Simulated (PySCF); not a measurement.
First SCF of a structure search on singlet CrSF4, at a hand-made trigonal bipyramidal (ligand arrangement 1) geometry. PySCF input:

```python
from pyscf import gto, scf, dft
mol = gto.M(atom='''
Cr     0.000000     0.000000     0.000000
S     -1.025000    -1.775400     0.000000
F      0.000000     0.000000     1.860000
F      0.000000     0.000000    -1.860000
F      1.860000     0.000000     0.000000
F     -0.930000     1.610800     0.000000''',
    basis={'Cr': 'def2-SVP', 'S': 'def2-SVP', 'F': 'def2-SVP'},
    charge=0, spin=0)
mf = dft.RKS(mol, xc='B3LYP')
mf.grids.atom_grid = (50, 194)
aux = {'Cr': 'def2-universal-JKFIT', 'S': 'def2-universal-JKFIT', 'F': 'def2-universal-JKFIT'}
mf = mf.density_fit(auxbasis=aux)
mf.conv_tol = 1e-08
mf.diis_space = 10
mf.max_cycle = 60
mf.init_guess = 'minao'
mf.verbose = 4
mf.kernel()
```

Excerpt of the output (cycles and frontier levels); where DIIS stalls, ADIIS, DIIS with a small level shift and a second-order solver take over in turn:

```
init E= -1841.30814397492
  HOMO = -0.369458045015936  LUMO = -0.330561230575211  gap/eV = 1.05844
cycle= 1 E= -1840.8949905095  delta_E= 0.413  |g|= 1.46  |ddm|=  3.2
  HOMO = -0.11351112337958  LUMO = -0.111465800959235  gap/eV = 0.05566
cycle= 2 E= -1833.0610252574  delta_E= 7.83  |g|=  6.3  |ddm|= 5.03
  HOMO = -0.248244825558738  LUMO = -0.0642542304962035  gap/eV = 5.00664
cycle= 3 E= -1839.20165137893  delta_E= -6.14  |g|=  2.5  |ddm|=  4.4
  HOMO = -0.341671111159179  LUMO = -0.314316698461194  gap/eV = 0.74435
cycle= 4 E= -1838.6523964206  delta_E= 0.549  |g|= 4.11  |ddm|= 3.67
  HOMO = -0.353103432144592  LUMO = -0.318558440975781  gap/eV = 0.94002
cycle= 5 E= -1839.40835091575  delta_E= -0.756  |g|= 3.52  |ddm|= 0.503
  HOMO = -0.346396790930975  LUMO = -0.321939796110263  gap/eV = 0.66551
cycle= 6 E= -1838.12592000952  delta_E= 1.28  |g|= 4.47  |ddm|= 0.662
  HOMO = -0.345875111774079  LUMO = -0.321352501696595  gap/eV = 0.66729
... 98 lines left out ...
cycle= 56 E= -1841.46382571505  delta_E= -2.75e-06  |g|= 0.00044  |ddm|= 0.00586
  HOMO = -0.346136664775701  LUMO = -0.25872523589438  gap/eV = 2.37859
cycle= 57 E= -1841.46382581518  delta_E= -1e-07  |g|= 0.000382  |ddm|= 0.00173
  HOMO = -0.34613815854487  LUMO = -0.258728216049711  gap/eV = 2.37855
cycle= 58 E= -1841.46382585349  delta_E= -3.83e-08  |g|= 0.000169  |ddm|= 0.000439
  HOMO = -0.346140143953909  LUMO = -0.258725306849861  gap/eV = 2.37868
cycle= 59 E= -1841.46382587131  delta_E= -1.78e-08  |g|= 0.000128  |ddm|= 0.000594
  HOMO = -0.346137929369338  LUMO = -0.258723907243379  gap/eV = 2.37866
cycle= 60 E= -1841.46382588561  delta_E= -1.43e-08  |g|= 3.02e-05  |ddm|= 0.0008
SCF not converged.
init E= -1841.30814397492
  HOMO = -0.369458045015936  LUMO = -0.330561230575211  gap/eV = 1.05844
cycle= 1 E= -1840.8949905095  delta_E= 0.413  |g|= 1.46  |ddm|=  3.2
  HOMO = -0.11351112337958  LUMO = -0.111465800959235  gap/eV = 0.05566
cycle= 2 E= -1833.0610252574  delta_E= 7.83  |g|=  6.3  |ddm|= 5.03
  HOMO = -0.232788810822155  LUMO = -0.0829776127282553  gap/eV = 4.07657
cycle= 3 E= -1839.42569908687  delta_E= -6.36  |g|= 2.45  |ddm|= 4.24
  HOMO = -0.318870090305266  LUMO = -0.304647636963327  gap/eV = 0.38701
cycle= 4 E= -1838.66061164716  delta_E= 0.765  |g|= 4.09  |ddm|=  2.7
  HOMO = -0.329985339771047  LUMO = -0.270264256180501  gap/eV = 1.62509
cycle= 5 E= -1840.89522836562  delta_E= -2.23  |g|= 1.61  |ddm|= 2.27
  HOMO = -0.296267491045506  LUMO = -0.243474662644492  gap/eV = 1.43657
cycle= 6 E= -1840.99829403799  delta_E= -0.103  |g|= 1.45  |ddm|= 1.86
  HOMO = -0.328453650669476  LUMO = -0.239613747189338  gap/eV = 2.41746
... 18 lines left out ...
cycle= 16 E= -1841.46374225634  delta_E= -0.00317  |g|= 0.0217  |ddm|= 0.0895
  HOMO = -0.346415236104195  LUMO = -0.260326785234987  gap/eV = 2.34259
cycle= 17 E= -1841.4633172441  delta_E= 0.000425  |g|= 0.0552  |ddm|= 0.0348
  HOMO = -0.34635821193355  LUMO = -0.259266784882174  gap/eV = 2.36988
cycle= 18 E= -1841.46379973623  delta_E= -0.000482  |g|= 0.0117  |ddm|= 0.0203
  HOMO = -0.346232212240063  LUMO = -0.25905321874252  gap/eV = 2.37226
cycle= 19 E= -1841.46377603245  delta_E= 2.37e-05  |g|= 0.0148  |ddm|= 0.017
  HOMO = -0.346163086427481  LUMO = -0.258581769763887  gap/eV = 2.38321
cycle= 20 E= -1841.46381783825  delta_E= -4.18e-05  |g|= 0.00679  |ddm|= 0.0138
SCF not converged.
init E= -1841.46381783825
  HOMO = -0.346178445402578  LUMO = -0.16062207283364  gap/eV = 5.04925
cycle= 1 E= -1841.46346363935  delta_E= 0.000354  |g|= 0.0461  |ddm|= 0.0242
  HOMO = -0.345246068725625  LUMO = -0.150123983317576  gap/eV = 5.30954
cycle= 2 E= -1841.447385597  delta_E= 0.0161  |g|= 0.305  |ddm|= 0.164
  HOMO = -0.346297394477986  LUMO = -0.159045213974651  gap/eV = 5.09539
cycle= 3 E= -1841.46210850281  delta_E= -0.0147  |g|= 0.0959  |ddm|= 0.0958
  HOMO = -0.346225278052827  LUMO = -0.159080216728507  gap/eV = 5.09248
cycle= 4 E= -1841.46365729103  delta_E= -0.00155  |g|= 0.0294  |ddm|= 0.034
  HOMO = -0.346068872395563  LUMO = -0.158873253772341  gap/eV = 5.09385
cycle= 5 E= -1841.46381164457  delta_E= -0.000154  |g|= 0.00804  |ddm|= 0.0124
  HOMO = -0.346076478218466  LUMO = -0.158815866065234  gap/eV = 5.09562
cycle= 6 E= -1841.46382488301  delta_E= -1.32e-05  |g|= 0.00165  |ddm|= 0.00469
  HOMO = -0.346113960875468  LUMO = -0.158810492343322  gap/eV = 5.09679
cycle= 7 E= -1841.46382559703  delta_E= -7.14e-07  |g|= 0.000649  |ddm|= 0.002
  HOMO = -0.346125488993914  LUMO = -0.158800799887128  gap/eV = 5.09736
cycle= 8 E= -1841.46382546819  delta_E= 1.29e-07  |g|= 0.0013  |ddm|= 0.00106
  HOMO = -0.34612963619542  LUMO = -0.15876478175572  gap/eV = 5.09846
cycle= 9 E= -1841.46382567996  delta_E= -2.12e-07  |g|= 0.000945  |ddm|= 0.000813
  HOMO = -0.346133084216797  LUMO = -0.158730503318874  gap/eV = 5.09948
cycle= 10 E= -1841.46382585748  delta_E= -1.78e-07  |g|= 0.000239  |ddm|= 0.000669
  HOMO = -0.346137171650312  LUMO = -0.158725913775803  gap/eV = 5.09972
cycle= 11 E= -1841.46382587916  delta_E= -2.17e-08  |g|= 5.55e-05  |ddm|= 0.000412
  HOMO = -0.346139088136004  LUMO = -0.158726203838026  gap/eV = 5.09976
cycle= 12 E= -1841.46382588202  delta_E= -2.86e-09  |g|= 0.000103  |ddm|= 0.000244
  HOMO = -0.346137438186975  LUMO = -0.158724757632637  gap/eV = 5.09976
cycle= 13 E= -1841.46382588448  delta_E= -2.46e-09  |g|= 8.03e-05  |ddm|= 0.000159
  HOMO = -0.346139218058651  LUMO = -0.258751167611912  gap/eV = 2.37795
Extra cycle  E= -1841.46382571933  delta_E= 1.65e-07  |g|= 0.000954  |ddm|= 0.000598
SCF not converged.
  HOMO = -0.346115962112248  LUMO = -0.258469584172563  gap/eV = 2.38498
macro= 0  E= -1841.46382588635  delta_E= -1.67023e-07  |g|= 0.000954267  1 KF 4 JK
macro= 1  E= -1841.46382588635  delta_E= -2.72848e-12  |g|= 1.90018e-05  1 KF 2 JK
macro X = 2  E=-1841.46382588635  |g|= 1.90018e-05  total 3 KF 9 JK
converged SCF energy = -1841.46382588635
```

No lower solution of this spin was found from smeared starts or by a stability analysis within the restricted form, which does not test spin polarisation.

Stability towards spin polarisation was not tested.

The search for the lowest solution, 2 starts and the stability check together, took 64 s on 2 threads of a shared Intel Xeon @ 2.50GHz (Skylake/Cascade Lake) host, with 105 basis functions; the process peaked at 0.62 GiB. Launch command: `OMP_NUM_THREADS=2 python axn.py task.json out`.
